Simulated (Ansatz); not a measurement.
Cost and result for the atomization energy of `FC([SiH3])([SiH3])Cl` (11 atoms, 10 bonds).

Z-matrix (Å, degrees):
```
C
Si 1 1.908
Si 1 1.908 2 116.8
F 1 1.386 2 108.9 3 123.9
Cl 1 1.796 2 106.8 3 -119.5
H 2 1.483 1 107.8 3 56.5
H 2 1.485 1 108.3 3 -62.5
H 2 1.481 1 108.5 3 177.2
H 3 1.483 1 107.8 2 -56.5
H 3 1.485 1 108.3 2 62.5
H 3 1.481 1 108.5 2 -177.2
```

Charge 0, multiplicity 1. Geometry: relaxed with PBE0-D4/def2-TZVP. Program: Ansatz. All runs use 4 threads of an AMD EPYC 9R45 on a shared host. Times are those of one run each, without the atoms' runs, and a repeat can differ threefold. Electronic energies, without spin–orbit coupling; frozen cores. CCSD(T)/CBS adds CCSD(T) − MP2 in def2-TZVPP to the MP2 limit, and its time is that of the two runs behind it. T1 = 0.012. B3LYP takes the VWN-RPA correlation (the form of Gaussian; ORCA's B3LYP/G). HSE06 is the plane-wave form, built on full-range PBE exchange.

CCSD(T)/CBS is a level of theory with its own doubt, some kJ/mol a heavy atom from the limit and from the frozen cores, so smaller differences don't rank the functionals.

```csv
level,functions,wall time
PBE-D4/def2-TZVPP (with forces),272,1.2 s
PBE0-D4/def2-TZVPP,272,1.6 s
HSE06-D4/def2-TZVPP,272,1.9 s
CAM-B3LYP-D4/def2-TZVPP,272,1.9 s
CCSD(T)/def2-SVP,112,2.3 s
r2SCANh-D4/def2-TZVPP,272,2.4 s
B3LYP-D4/def2-TZVPP (with forces),272,2.6 s
B2PLYP/def2-TZVPP,272,2.8 s
PBE-QIDH/def2-TZVPP,272,2.8 s
ωB97M-V/def2-TZVPP (with forces),272,5.5 s
MP2/def2-QZVPP,504,11 s
CCSD(T)/def2-TZVPP,272,62 s
CCSD(T)/CBS(def2),–,72 s
```

Question: What atomization energy does each give, and how far from CCSD(T)/CBS? (An estimate is asked.)

Answer: Ansatz gave: 
| level | atomization (kJ/mol) | difference from CCSD(T)/CBS | per bond |
| --- | --- | --- | --- |
| PBE-D4/def2-TZVPP (with forces) | 3430.9 | 19.2 | 1.9 |
| PBE0-D4/def2-TZVPP | 3383.8 | -27.9 | -2.8 |
| HSE06-D4/def2-TZVPP | 3385.7 | -26.0 | -2.6 |
| CAM-B3LYP-D4/def2-TZVPP | 3413.8 | 2.1 | 0.2 |
| CCSD(T)/def2-SVP | 3178.2 | -233.5 | -23.4 |
| r2SCANh-D4/def2-TZVPP | 3393.1 | -18.6 | -1.9 |
| B3LYP-D4/def2-TZVPP (with forces) | 3396.5 | -15.2 | -1.5 |
| B2PLYP/def2-TZVPP | 3349.8 | -61.9 | -6.2 |
| PBE-QIDH/def2-TZVPP | 3365.9 | -45.8 | -4.6 |
| ωB97M-V/def2-TZVPP (with forces) | 3420.2 | 8.5 | 0.8 |
| MP2/def2-QZVPP | 3403.1 | -8.6 | -0.9 |
| CCSD(T)/def2-TZVPP | 3313.7 | -98.0 | -9.8 |
| CCSD(T)/CBS(def2) | 3411.7 | 0.0 | 0.0 |

In def2-TZVPP, CCSD(T) changes the Hartree–Fock value by +826.3 kJ/mol (the triples alone add +49.7 kJ/mol) and MP2 by +857.5 kJ/mol; breaking electron pairs costs correlation energy, which Hartree–Fock lacks. Leaving LDA and LC-ωPBE aside and taking each functional with its dispersion term where it has one, the values, not all of them listed here, spread over 116.8 kJ/mol, from BHLYP-D4 to ωB97X-V. LDA lies +475.1 kJ/mol from PBE without D4, its usual overbinding. The D4 term adds +47.6 kJ/mol with B3LYP and +24.9 kJ/mol with PBE0; it sums over pairs of atoms, weighted by their polarisabilities, and B3LYP, whose exchange is more repulsive, gets the larger term.
